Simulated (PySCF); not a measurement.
This script is equivalent to a calculation on N³⁺ (nitrogen, charge +3).

```python
from pyscf import gto, scf, dft, mp, cc
import basis_set_exchange as bse
mol = gto.M(atom="N 0 0 0", charge=3, spin=0, symmetry="D2h",
            basis=gto.basis.parse(bse.get_basis("dyall-av3z", elements=["N"], fmt="nwchem")),
            nucmod="G")
mf = dft.UKS(mol, xc="TPSSH").sfx2c1e()
mf.irrep_nelec = {'Ag': (2, 2)}
mf.kernel()
```

**Question.** What total energy does it give?

**Answer.** -51.235 hartree (calculated).

**Question.** Which occupied shell lies highest, and where?

**Answer.** 2s, at -69.271 eV.
